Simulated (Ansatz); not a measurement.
Cost and result up the ladder for SnMe4 (C4H12Sn) (17 atoms). Total charge 0; singlet. Geometry: B3LYP-D4/def2-SVP.

```xyz
17

C     1.969   -0.869   -0.320
C     0.161    1.673    1.382
C    -1.331   -1.505    0.836
C    -0.799    0.702   -1.898
Sn    0.000    0.000    0.000
H     1.901   -1.726   -1.008
H     2.390   -1.218    0.635
H     2.650   -0.122   -0.754
H    -0.826    2.134    1.540
H     0.846    2.435    0.980
H     0.549    1.328    2.353
H    -2.326   -1.073    1.021
H    -0.928   -1.884    1.788
H    -1.438   -2.350    0.137
H    -0.869   -0.131   -2.614
H    -0.146    1.479   -2.324
H    -1.804    1.128   -1.754
```

Ansatz on 4 threads of Arm Neoverse V1 on a shared host. Times are rough, and most runs start from the orbitals of an earlier one. PBE0-D4/def2-TZVP serves as the yardstick here, not as an exact answer. Differences are given only for rows in sets of like size (and for xTB, whose basis is part of the method), since another set adds its own error. Binding counts from free atoms at the same level (C triplet, Sn triplet, H doublet; other spins of the atoms weren't run), without zero-point energy or a counterpoise term.

In the def2 sets Sn takes a core potential, while STO-3G treats all electrons; there is no spin–orbit coupling. LC-ωPBE has ω = 0.4 bohr⁻¹. Correlated methods freeze 8 core orbitals; core or outer-core shells of Sn are correlated, in sets that lack core-valence functions. The rows differ in basis, and correlated rows in double-zeta sets carry the largest basis error.

Correlated methods converge slowly with the basis, most of all in double-zeta sets.

```tsv
level	functions	binding energy per atom (eV)	difference from PBE0-D4/def2-TZVP (eV)
PBE0-D4/def2-SVP	142	3.74	–
HF/STO-3G	59	3.81	–
BHLYP-D4/def2-TZVP	246	3.65	-0.08
CCSD(T)/def2-SVP	142	3.56	–
MP2/def2-TZVP	246	3.61	-0.12
r2SCAN-D4/def2-TZVP	246	3.72	0.00
BLYP-D4/def2-TZVP	246	3.69	-0.03
PBE-D4/def2-SVP	142	3.76	–
PBE-D4/def2-TZVP (with forces)	246	3.76	0.03
PBE0-D4/def2-TZVP	246	3.73	0.00
LC-ωPBE/def2-TZVP	246	3.70	-0.02
```

**Question.** Estimate how long each takes.

**Answer.** HF/STO-3G 0.4 s; PBE-D4/def2-SVP 1.4 s; PBE0-D4/def2-SVP 2 s; BLYP-D4/def2-TZVP 2.7 s; PBE-D4/def2-TZVP (with forces) 3.2 s; LC-ωPBE/def2-TZVP 3.3 s; BHLYP-D4/def2-TZVP 4 s; MP2/def2-TZVP 4 s; PBE0-D4/def2-TZVP 4.6 s; r2SCAN-D4/def2-TZVP 5 s; CCSD(T)/def2-SVP 32 s. On shared hardware such times vary by a factor of up to 3.
